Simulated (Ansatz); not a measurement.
# Abstraction of H: SiH2(CH3)2 + C2H6MgN → SiH(CH3)2 + C2H7MgN

Species: SiH2(CH3)2 (dimethylsilane), singlet; C2H6MgN `C[N](C)[Mg]`, doublet; SiH(CH3)2, doublet; C2H7MgN `C[N](C)[MgH]`, singlet. A radical takes H: the energy is the difference in strength between the Si–H bond broken and the Mg–H bond made.

Shapes, held fixed at every level: PBE0-D4/def2-TZVP. Programs: Ansatz 0.2.0. The zero-point and thermal change to 298 K, harmonic and unscaled (PBE0-D4/def2-TZVP), is -8.7 kJ/mol.

```tsv
level	kind	ΔH(298 K) (kJ/mol)	less CCSD(T)/def2-TZVPP	CPU time (sum over the molecules)
MP2/def2-TZVPP	perturbation theory	+108.1	+8.3	–
HF/def2-TZVPP	Hartree–Fock	+104.1	+4.3	–
SPW92/def2-TZVPP	LDA	+104.5	+4.7	20 s
B3LYP-D4/def2-TZVPP	global hybrid	+98.6	-1.2	54 s
PBE0-D4/def2-TZVPP	global hybrid	+99.9	+0.1	37 s
r2SCAN0-D4/def2-TZVPP	global hybrid	+97.7	-2.1	68 s
CCSD(T)/def2-TZVPP	coupled cluster or CI	+99.8	0.0	51 min
```

The highest level, CCSD(T)/def2-TZVPP, gives ΔH(298 K) = +99.8 kJ/mol; the levels span +97.7 to +108.1. The column of differences is taken from that level and isn't an error. No measured value is set beside it here. Open shells run unrestricted. Outer-core shells of Mg are correlated, in sets that cover them unevenly. Times are processor times on shared x86 and Arm servers, and rough.
